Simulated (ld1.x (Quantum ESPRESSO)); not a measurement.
## manganese (Mn): excitation energies, all-electron against ultrasoft

```
Element                 : Mn (Z = 25)
Generator               : ld1.x (Quantum ESPRESSO) 7.5
Type                    : ultrasoft
Functional              : PBE
Relativity              : scalar-relativistic
Frozen core             : [Ne]
Valence charge          : 15
Reference configuration : 3s2 3p6 3d5 4s1 4p0 (charge +1)
Partial waves           : 3s (bound): rcut 1.15, rcutus 1.35 bohr; 4s (bound): rcut 1.15, rcutus 1.35 bohr; 3p (bound): rcut 1.25, rcutus 1.45 bohr; 4p (bound, empty): rcut 1.25, rcutus 1.45 bohr; 3d (bound): rcut 1.70, rcutus 2.00 bohr; 3d channel at -0.45 Ry: rcut 1.70, rcutus 2.00 bohr
Local potential         : all-electron potential smoothed inside 1.20 bohr (lloc = -1)
Core correction         : Bessel-smoothed model core, default radius (core density twice the valence density)
Augmentation charge     : PSQ, radius 1.10 bohr
```

Energies are relative to the spin-unpolarised reference configuration 3s2 3p6 3d5 4s1 4p0; without spin polarisation the order of configurations can differ from experiment.

Its overlap operator is not positive definite in a basis up to 400 Ry (lowest eigenvalue p -33.30), so the file is unfit for use: the generalised eigenproblem breaks down once the basis is large enough, and its test numbers describe a broken file.

| valence configuration | charge | ΔE all-electron (eV) | error AE − PS (meV) |
| --- | --- | --- | --- |
| 3s2 3p6 3d5 4s2 4p0 | 0 | -8.416 | +0.2 |
| 3s2 3p6 3d5 4s0 4p0 | +2 | 15.599 | -1.4 |
| 3s2 3p6 3d4 4s0 4p0 | +3 | 48.118 | -84 |
| 3s2 3p6 3d5 4s1.5 4p0 | +0.5 | -5.055 | +0.2 |
| 3s2 3p6 3d5.5 4s1.5 4p0 | 0 | -8.898 | -3.5 |
| 3s2 3p5 3d5 4s2 4p0 | +1 | 53.564 | -89 |
| 3s2 3p6 3d5 4s0 4p1 | +1 | 4.740 | +0.1 |

Levels in the configuration 3s2 3p6 3d5 4s0 4p1:

```json
{"level": "3s", "all-electron (eV)": "-95.514", "pseudo (eV)": "-95.460"}
{"level": "3p", "all-electron (eV)": "-64.238", "pseudo (eV)": "-64.192"}
{"level": "3d", "all-electron (eV)": "-16.238", "pseudo (eV)": "-16.199"}
{"level": "4p", "all-electron (eV)": "-7.900", "pseudo (eV)": "-7.893"}
```

The ghost test of this file was not conclusive.
